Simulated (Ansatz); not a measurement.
Input file for ClH$_{3}$NOSi (`N[SiH]([O])Cl`) radical:

```yaml
crystal:
  periodic: [false, false, false]
  atoms:
    - {symbol: N, position_ang: [-1.010998, 0.011635, 0.275505]}
    - {symbol: Si, position_ang: [0.650151, 0.124201, -0.140101]}
    - {symbol: O, position_ang: [1.158355, -1.335846, 0.364259]}
    - {symbol: Cl, position_ang: [0.871569, 0.355836, -2.154709]}
    - {symbol: H, position_ang: [-1.299463, 0.205928, 1.223229]}
    - {symbol: H, position_ang: [-1.573150, -0.716103, -0.141670]}
    - {symbol: H, position_ang: [1.264833, 1.286350, 0.527787]}
basis:
  gaussian: {orbitals: def2-SVP}
magnetization: {spin_polarized: true, initial_magnetization: 1}
correlation: {method: ccsd_t}
scf: {omitted_lower_state_checks: [cluster_reference]}
```

```sh
$ ansatz run in.yaml --threads 4 --pin off --events-out ev --progress --plain --max-ram 10444MiB
```

The program prints (abridged):

```
Functional definition: HF
  name "HF"
  cite "Fock, Z. Phys. 61, 126 (1930) doi:10.1007/BF01340294"
  parent pbe
  exchange = exact_x
  correlation = 0
these checks for a lower state are left out or cut short: cluster_reference
749 factors; integrals over basis functions are off by at most 1.1e-3 eV
mean field evaluation 1: about -23918.2369 eV, gradient 3.1e1 eV
mean field evaluation 2: about -23918.2380 eV, gradient 3.1e1 eV
mean field evaluation 4: about -23923.3449 eV, gradient 4.3e0 eV
mean field evaluation 8: about -23924.7012 eV, gradient 1.3e0 eV
mean field evaluation 16: about -23924.7688 eV, gradient 8.3e-5 eV
mean field -23924.76881417 eV, -879.2190371298 hartree, gradient 2.3e-6 eV, S^2 0.757339; 5 other end points of the search recorded, 0 dependent functions left out
12 core orbitals not correlated: weight in the atoms' cores, before any rotation towards them, 1.000 or more for the frozen orbitals, at most 0.000 for the correlated occupied ones
reference -23924.76881417 eV, -879.2190371298 hartree; 13, 12 occupied and 54, 55 virtual orbitals, 749 factors
second order -14.50871211 eV of doubles, -0.00000000 eV of singles
cycle   1  -15.27185861 eV  change   -7.6e-1 eV  update   8.7e-2
cycle   2  -15.62490711 eV  change   -3.5e-1 eV  update   2.8e-2
cycle   3  -15.71347555 eV  change   -8.9e-2 eV  update   2.4e-2
cycle   4  -15.73291535 eV  change   -1.9e-2 eV  update   1.5e-2
cycle   5  -15.73998036 eV  change   -7.1e-3 eV  update   1.1e-2
cycle   6  -15.74980627 eV  change   -9.8e-3 eV  update   5.3e-3
cycle   7  -15.75245965 eV  change   -2.7e-3 eV  update   2.9e-3
cycle   8  -15.75341361 eV  change   -9.5e-4 eV  update   1.8e-3
cycle   9  -15.75350703 eV  change   -9.3e-5 eV  update   1.2e-3
cycle  10  -15.75363349 eV  change   -1.3e-4 eV  update   7.9e-4
cycle  11  -15.75405356 eV  change   -4.2e-4 eV  update   4.6e-4
cycle  12  -15.75416265 eV  change   -1.1e-4 eV  update   2.8e-4
cycle  13  -15.75413362 eV  change    2.9e-5 eV  update   2.2e-4
cycle  14  -15.75408424 eV  change    4.9e-5 eV  update   1.9e-4
cycle  15  -15.75400892 eV  change    7.5e-5 eV  update   1.8e-4
cycle  16  -15.75412119 eV  change   -1.1e-4 eV  update   1.5e-4
cycle  17  -15.75417151 eV  change   -5.0e-5 eV  update   1.0e-4
cycle  18  -15.75412730 eV  change    4.4e-5 eV  update   5.2e-5
cycle  19  -15.75408277 eV  change    4.5e-5 eV  update   2.8e-5
cycle  20  -15.75407263 eV  change    1.0e-5 eV  update   1.4e-5
perturbative correction -0.36573209 eV, -0.0134404066 hartree
Total energy: -23940.88861889 eV, -879.8114290269 hartree
Checks for a lower state left out: cluster_reference
```

Hardware: 4 threads of an Arm Neoverse V1 on a shared host. Wall time 7 s, peak host memory 0.41 GiB.

The correlation energy is -16.120 eV, 2.3 % of it from (T); the T1 diagnostic reads 0.0252.
